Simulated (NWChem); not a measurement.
C3H5ClSi; SMILES C(=C[SiH2]Cl)=C

```xyz
10

C     -0.2133    -3.2328    -0.4737
C     -0.2773    -2.0764     0.1319
C     -0.3185    -0.9040     0.7185
Si     0.7246     0.5073     0.1001
Cl    -0.4755     2.0593    -0.6174
H      0.5110    -3.9885    -0.1786
H     -0.8875    -3.4806    -1.2904
H     -0.9659    -0.7620     1.5861
H      1.5846     0.0420    -1.0110
H      1.5390     1.0908     1.1940
```
Atoms are numbered in this order, from 1.

Level: B3LYP/6-31G* (spherical d) (NWChem), optimised geometry, unscaled harmonic frequencies. 

```
frequency (cm⁻¹)  IR intensity (km/mol)
----------------  ---------------------
45                                  0.4
143                                 0.4
181                                 3.3
366                                 5.0
457                                10.2
465                                12.0
541                                89.2
591                                50.6
712                                 9.7
794                                22.5
848                                52.1
882                               241.0
890                               157.5
955                               111.4
1022                                0.4
1106                                1.0
1276                               38.2
1477                                2.2
2045                              184.7
2268                              137.4
2293                              109.4
3138                                0.4
3157                                0.0
3230                                0.5
```

| Quantity | Value |
|---|---|
| zero-point energy | 41.3 kcal/mol |
| thermal correction to the enthalpy at 298.15 K (with zero-point energy) | 46.0 kcal/mol |
| heat capacity Cv | 22.5 cal/(mol K) |
| entropy at 298.15 K and 1 atm (symmetry number 1) | 82.4 cal/(mol K) |
| dipole moment | 2.50 D |

Rigid rotor and harmonic oscillator; modes under 100 cm⁻¹ make the entropy uncertain.
